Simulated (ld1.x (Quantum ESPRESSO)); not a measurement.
**PBE TM dataset for rubidium, scalar-relativistic all-electron reference.**

Input for ld1.x (Quantum ESPRESSO) 7.5:

```
&input
   title='Rb', zed=37., rel=1, dft='PBE', iswitch=3,
   config='[Kr] 4d-2 5s1 5p0',
   nld=3, rlderiv=4.55, eminld=-2.0, emaxld=5.0, deld=0.02
 /
 &inputp
   pseudotype=2, tm=.true., lloc=2,
   nlcc=.true., new_core_ps=.true., rcore=3.05,
   file_pseudopw='Rb.UPF', file_wfcaegen='ae.wfc', file_wfcncgen='nc.wfc', file_beta='beta', file_chi='chi'
 /
3
5S  1  0   1.00   0.00  4.20  4.20  0.0
5P  2  1   0.00   0.00  4.15  4.15  0.0
4D  3  2  -2.00   0.05  3.65  3.65  0.0
 &test
   configts(1)='5s1 5p0'
 /
```

Command:

```bash
ld1.x < Rb.in > Rb.out
```

Resulting log (shortened: banner, matrices, multipoles, cross overlaps and the repeated all-electron block are left out):

```
Program LD1 v.7.5
     --------------------------- All-electron run ----------------------------

     Rb
     scalar relativistic calculation

     atomic number is 37.00
     dft =PBE   lsd =0 sic =0 latt =0  beta=0.20 tr2=1.0E-14
     Exchange-correlation= PBE
                           (   1   4   3   4   0   0   0)
     mesh =1219 r(mesh) = 100.89517 a.u. xmin = -7.00 dx = 0.01250
     1 Ry =  13.60569312 eV, c = 137.03599908

     n l     nl                  e(Ry)          e(Ha)          e(eV)
     1 0     1S 1( 2.00)     -1104.9653      -552.4827    -15033.8190
     2 0     2S 1( 2.00)      -147.6027       -73.8014     -2008.2376
     2 1     2P 1( 6.00)      -130.8456       -65.4228     -1780.2446
     3 0     3S 1( 2.00)       -21.9027       -10.9513      -298.0010
     3 1     3P 1( 6.00)       -16.5281        -8.2640      -224.8757
     4 0     4S 1( 2.00)        -2.3441        -1.1720       -31.8931
     4 1     4P 1( 6.00)        -1.1733        -0.5867       -15.9639
     3 2     3D 1(10.00)        -7.6412        -3.8206      -103.9637
     5 0     5S 1( 1.00)        -0.1640        -0.0820        -2.2314
     5 1     5P 1( 0.00)        -0.0550        -0.0275        -0.7488

     final scf error:  3.4E-15 reached in  35 iterations

     Etot =   -5962.397269 Ry,   -2981.198635 Ha,  -81122.547526 eV

     Ekin =    6106.474080 Ry,    3053.237040 Ha,   83082.812402 eV
     Encl =  -14369.272565 Ry,   -7184.636283 Ha, -195503.912926 eV
     Eh   =    2501.730071 Ry,    1250.865036 Ha,   34037.771627 eV
     Exc  =    -201.328856 Ry,    -100.664428 Ha,   -2739.218628 eV

     normalization and overlap integrals

     s(1S/1S) =  1.000000  <r> =   0.0403  <r2> =    0.0022  r(max) =   0.0264
     s(2S/2S) =  1.000000  <r> =   0.1778  <r2> =    0.0373  r(max) =   0.1498
     s(2P/2P) =  1.000000  <r> =   0.1551  <r2> =    0.0294  r(max) =   0.1196
     s(3S/3S) =  1.000000  <r> =   0.5106  <r2> =    0.2994  r(max) =   0.4500
     s(3P/3P) =  1.000000  <r> =   0.5188  <r2> =    0.3145  r(max) =   0.4444
     s(4S/4S) =  1.000000  <r> =   1.4556  <r2> =    2.4173  r(max) =   1.2543
     s(4P/4P) =  1.000000  <r> =   1.7265  <r2> =    3.4651  r(max) =   1.4213
     s(3D/3D) =  1.000000  <r> =   0.5253  <r2> =    0.3382  r(max) =   0.3922
     s(5S/5S) =  1.000000  <r> =   5.2464  <r2> =   31.6785  r(max) =   4.3780
     s(5P/5P) =  1.000000  <r> =   7.6044  <r2> =   66.9191  r(max) =   6.2126

     ------------------------ End of All-electron run ------------------------

     --------------------- Generating NC pseudopotential ---------------------

      Generating local pot.: lloc=2, matching radius rcloc =   3.6500

      Computing core charge for nlcc:

       r > 3.09 : true rho core
      Core charge pseudized with two Bessel functions
      Integrated core pseudo-charge :   5.27

      Wfc   5S  rcut= 4.217  Using Troullier-Martins method

      Wfc   5P  rcut= 4.113  Using Troullier-Martins method

     ------------------- End of pseudopotential generation -------------------

     Computing logarithmic derivative in   4.57383
     Computing logarithmic derivative in   4.57383
     Computing the partial wave expansion
     R is outside the sphere for l=    0 j= 0.00
     R is outside the sphere for l=    1 j= 0.00
       no projector for channel:   2

     ---------------------- Testing the pseudopotential ----------------------

     Rb
     scalar relativistic calculation

     atomic number is 37.00   valence charge is  1.00
     dft =PBE   lsd =0 sic =0 latt =0  beta=0.20 tr2=1.0E-14
     mesh =1219 r(mesh) = 100.89517 xmin = -7.00 dx = 0.01250

     n l     nl             e AE (Ry)        e PS (Ry)    De AE-PS (Ry)
     1 0     5S   1( 1.00)       -0.16400       -0.16400        0.00000
     2 1     5P   1( 0.00)       -0.05503       -0.05503       -0.00000

     eps = 1.5E-15  iter =  3

     Etot =   -5962.397269 Ry,   -2981.198635 Ha,  -81122.547526 eV
     Etotps =    -4.085873 Ry,      -2.042937 Ha,     -55.591137 eV

     Ekin =       0.092334 Ry,       0.046167 Ha,       1.256272 eV
     Encl =      -0.467397 Ry,      -0.233698 Ha,      -6.359257 eV
     Ehrt =       0.171985 Ry,       0.085992 Ha,       2.339973 eV
     Ecxc =      -4.006768 Ry,      -2.003384 Ha,     -54.514853 eV
     (Ecc =      -3.779444 Ry,      -1.889722 Ha,     -51.421953 eV)
     Epseu=       0.123972 Ry,       0.061986 Ha,       1.686729 eV

     ---------------------- End of pseudopotential test ----------------------
```

Note: ghost state, extra bound levels that the all-electron valence spectrum of the same l lacks: s at -11.7 eV. A true bound ghost makes a file unfit for plane-wave use.

Generation and configuration tests took about 1.6 s on one core of a shared server CPU.

Transferability test of the new file with ld1.x, input:

```
&input
   title='Rb', zed=37., rel=1, dft='PBE', iswitch=2,
   config='[Kr] 4d-2 5s1 5p0'
 /
 &test
   file_pseudo='Rb.UPF', nconf=3,
   configts(1)='5s1 5p0',
   configts(2)='5s0.5 5p0',
   configts(3)='5s0 5p1'
 /
```

```bash
ld1.x < Rb.test.in > Rb.test.out
```

Pseudopotential blocks of its output, shortened (energy terms left out):

```
     ---------------------- Testing the pseudopotential ----------------------

     n l     nl             e AE (Ry)        e PS (Ry)    De AE-PS (Ry)
     1 0     5S   1( 1.00)       -0.16400       -0.16400        0.00000
     2 1     5P   1( 0.00)       -0.05503       -0.05503       -0.00000

     eps = 1.5E-16  iter =  3

     Etot =   -5962.397269 Ry,   -2981.198635 Ha,  -81122.547526 eV
     Etotps =    -4.085873 Ry,      -2.042937 Ha,     -55.591137 eV

     ---------------------- End of pseudopotential test ----------------------

          ---------------------- Testing the pseudopotential ----------------------

     n l     nl             e AE (Ry)        e PS (Ry)    De AE-PS (Ry)
     1 0     5S   1( 0.50)       -0.30291       -0.30367        0.00075
     2 1     5P   1( 0.00)       -0.16522       -0.16764        0.00242

     eps = 3.8E-16  iter =  4

     Etot =   -5962.281266 Ry,   -2981.140633 Ha,  -81120.969215 eV
     Etotps =    -3.969719 Ry,      -1.984859 Ha,     -54.010778 eV
     dEtot_ae =       0.116004 Ry
     dEtot_ps =       0.116154 Ry,   Delta E=      -0.000151 Ry

     ---------------------- End of pseudopotential test ----------------------

          ---------------------- Testing the pseudopotential ----------------------

     n l     nl             e AE (Ry)        e PS (Ry)    De AE-PS (Ry)
     1 0     5S   1( 0.00)       -0.21400       -0.21186       -0.00215
     2 1     5P   1( 1.00)       -0.09887       -0.09757       -0.00130

     eps = 2.6E-15  iter = 13

     Etot =   -5962.285541 Ry,   -2981.142770 Ha,  -81121.027377 eV
     Etotps =    -3.974131 Ry,      -1.987065 Ha,     -54.070803 eV
     dEtot_ae =       0.111729 Ry
     dEtot_ps =       0.111742 Ry,   Delta E=      -0.000014 Ry

     ---------------------- End of pseudopotential test ----------------------
```
